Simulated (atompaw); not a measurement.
Sr: PAW (atompaw) pseudisation with LDA (PW92), scalar-relativistic reference atom.

atompaw 4.2.0.5 was run on this input:

```
Sr 38
LDA-PW scalarrelativistic loggrid 1500 logderivrange -2 5 176
5 5 4 0 0 0
5 1 0
4 2 0
0 0 0
c
c
c
c
v
c
c
c
v
c
v
2
3.00 2.55 2.35 2.75
y
3
n
y
2.45
n
y
0.75
n
bloechl besselshape
3 1 troulliermartins
PWSCFOUT
UPFDX 0.0125d0 UPFXMIN -7.d0 UPFZMESH 38.d0
END
```

Command:

```bash
atompaw < Sr.input > Sr.log
```

Resulting log (summary file):

```
Completed calculations for Sr (AE)

 Exchange-correlation type: LDA, Perdew-Wang correlation

 Radial integration grid is logarithmic
 r0 =   2.2442991E-04 h =   8.5283366E-03   n =      1500 rmax =   8.0000000E+01

 Scalar relativistic calculation

 AEatom converged in  33 iterations
   nz     =  38.00
   delta  =       1.123838896791E-14

 All Electron Orbital energies:
  n  l      occupancy      energy
  1  0      2.0000000E+00 -1.1695767E+03
  2  0      2.0000000E+00 -1.5840023E+02
  3  0      2.0000000E+00 -2.4453025E+01
  4  0      2.0000000E+00 -3.0074656E+00
  5  0      2.0000000E+00 -2.6763830E-01
  2  1      6.0000000E+00 -1.4086950E+02
  3  1      6.0000000E+00 -1.8796785E+01
  4  1      6.0000000E+00 -1.6801745E+00
  5  1      0.0000000E+00 -9.6923641E-02
  3  2      1.0000000E+01 -9.4246644E+00
  4  2      0.0000000E+00 -1.0307224E-01

 Total energy
   Total                    :    -6351.63200864190821

 ---
 Completed calculations for Sr (SC)

 Exchange-correlation type: LDA, Perdew-Wang correlation

 Radial integration grid is logarithmic
 r0 =   2.2442991E-04 h =   8.5283366E-03   n =      1500 rmax =   8.0000000E+01

 Scalar relativistic calculation

 SCatom converged in   3 iterations
   nz     =  38.00
   delta  =       4.021377095235E-17

 Valence Electron Orbital energies:
  n  l      occupancy      energy
   5  0      2.0000000E+00 -2.6763830E-01
   5  1      0.0000000E+00 -9.6923642E-02
   4  2      0.0000000E+00 -1.0307224E-01

 Total energy
   Total                    :    -6351.63200864181181
   Valence                  :     -202.89154506754170

 PAW parameters:
       lmax =            2
         rc =    2.9997982665051386
        irc =         1115
   rc_shape =    2.5510205283641176
    rc_vloc =    2.3625261248323404
    rc_core =    2.7545525498498868
   Vloc: Norm-conserving Troullier-Martins with l= 3;e=   1.0000E+00
   Projector type: Bloechl + Gram-Schmidt ortho.
   Bessel compensation charge shape zeroed at   2.5510E+00

 Number of basis functions     6
 No.   n  nodes  l      Energy         Cp coeff         Occ
  1    5    4    0   -0.2676383E+00 -0.1390655E+02  0.2000000E+01
  2  999    5    0    0.3000000E+01 -0.1656228E+02  0.0000000E+00
  3    5    3    1   -0.9692364E-01 -0.3040135E+02  0.0000000E+00
  4  999    4    1    0.2450000E+01 -0.4420069E+01  0.0000000E+00
  5    4    1    2   -0.1030722E+00 -0.1382457E+01  0.0000000E+00
  6  999    2    2    0.7500000E+00 -0.1728156E+01  0.0000000E+00

 Eigenvalues of overlap operator (in the basis of projectors):
    1        1.20768635E-02
    2        8.65612400E-02
    3        3.11007183E-01
    4        2.90641741E+00
    5        7.14565604E+00
    6        4.60340559E+02

 Orbital leakage outside PAW augmentation regions
   orb  is_core?  %out_of_sphere
   1 0    T           0.00
   2 0    T           0.00
   3 0    T           0.00
   4 0    T           0.51
   5 0    F          80.53
   2 1    T           0.00
   3 1    T           0.00
   4 1    T           2.46
   5 1    F          94.15
   3 2    T           0.00
   4 2    F          51.10

 Summary of PAW energies
   Total valence energy     :   -202.89154449434412
   Smooth energy            :      2.65665502190937
   One center               :   -205.54819951625348
   Smooth kinetic           :      0.30221887208614
   Vloc energy              :     -0.07017359437211
   Smooth exch-corr         :     -2.34101669455652
   One-center xc            :   -200.04988804578801
```

Note: ghost states, extra bound levels that the all-electron valence spectrum of the same l lacks: s at -43.4 eV, p at -17.8 eV. A true bound ghost makes a file unfit for plane-wave use.

The run took about 12 s on one core of a shared server CPU.
